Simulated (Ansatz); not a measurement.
Reaction (ligand exchange at a B–C bond): `CCB(F)Cl` + H₂S → `FB(S)Cl` + ethane

Gas-phase electronic energies from Ansatz, PBE0-D4/def2-TZVP geometries. CBS: MP2 limit from def2 TZ/QZ plus the TZ coupled-cluster correction, frozen cores. This one scheme is used for every species. DFT in def2-TZVPP. B3LYP here is the variant with VWN-RPA as its local correlation; programs differ in this. HSE06 is defined as in plane-wave codes. One conformer a species, not always the lowest.

`CCB(F)Cl`:

Cartesian coordinates in Å:
```
C -0.327 -0.801 -0.916
C -0.400 0.391 0.031
B 0.787 0.529 1.029
F 1.789 -0.329 1.048
Cl 0.862 1.845 2.197
H 0.572 -0.762 -1.536
H -0.299 -1.744 -0.367
H -1.190 -0.830 -1.583
H -0.470 1.334 -0.526
H -1.324 0.368 0.623
```

H₂S:

```xyz
3

S     0.535    0.273   -0.152
H     0.220   -0.856    0.500
H    -0.755    0.583   -0.348
```

`FB(S)Cl`:

```xyz
5

F     0.494    1.063    0.876
B     0.028   -0.098    0.458
S    -0.318   -0.412   -1.274
Cl   -0.261   -1.363    1.631
H     0.057    0.810   -1.692
```

`CC`:

Z-matrix (Å, degrees):
```
C
C 1 1.519
H 1 1.093 2 111.4
H 1 1.093 2 111.4 3 120.0
H 1 1.093 2 111.4 3 -120.0
H 2 1.093 1 111.4 3 180.0
H 2 1.093 1 111.4 3 -60.0
H 2 1.093 1 111.4 3 60.0
```

Is it downhill or uphill in electronic energy at CCSD(T)/CBS, and by how much? (Best estimate.)

Ansatz gave: Downhill: ΔE = -55.3 kJ/mol.

What do these levels give: B3LYP-D4, HSE06-D4, BHLYP-D4, CAM-B3LYP-D4, ωB97X-V, ωB97M-V, r2SCAN, BHLYP, CCSD(T)/def2-SVP, HF/def2-TZVPP, HF/def2-QZVPP, HF/CBS(def2)? (An estimate is asked.)

Ansatz gave: B3LYP-D4 -59.3, HSE06-D4 -60.3, BHLYP-D4 -56.7, CAM-B3LYP-D4 -55.2, ωB97X-V -55.4, ωB97M-V -54.8, r2SCAN -62.3, BHLYP -56.9, CCSD(T)/def2-SVP -62.0, HF/def2-TZVPP -53.3, HF/def2-QZVPP -52.5, HF/CBS(def2) -52.4 kJ/mol.

What do rigid-rotor, harmonic-oscillator terms from PBE0-D4/def2-TZVP frequencies (298.15 K, 1 bar) make of the CCSD(T)/CBS value? (Estimate.)

Ansatz gave: ΔZPE = +10.6 kJ/mol, ΔH = -47.5 kJ/mol, ΔS = -14 J/(mol·K), ΔG = -43.3 kJ/mol. Modes under 50 cm⁻¹ make the entropy rough.

Largest T1 diagnostic among the species: 0.012.

At CCSD(T), def2-SVP lies −6.7 kJ/mol from the extrapolated value and def2-TZVPP −0.3 kJ/mol. Leaving LDA and LC-ωPBE aside and taking each functional with its dispersion term where it has one, the values, not all of them listed here, spread over 9.3 kJ/mol, from revPBE-D4 to ωB97M-V. LDA lies +5.0 kJ/mol from PBE without D4. From BLYP to BHLYP (50 % exact exchange), in def2-TZVPP and without D4, ΔE moves by +6.2 kJ/mol.
